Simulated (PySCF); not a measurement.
CCrO, SMILES [O+]#[C-]->[Cr] (connectivity only; charge and spin as stated), neutral, multiplicity 7.

The structure is a stationary point at B3LYP-D3(BJ)/def2-TZVP. The spin state was assumed, not searched.

All values below come from B3LYP-D3(BJ)/def2-TZVP (PySCF).

Frequencies are harmonic and unscaled.

```csv
mode,ν (cm⁻¹),IR (km/mol),moving atoms (share of kinetic energy)
1,175,17.7,"O 53 %, C 27 %, Cr 20 %"
2,255,7.4,"C 73 %, Cr 17 %, O 10 %"
3,2027,1382.3,"C 56 %, O 44 %"
```
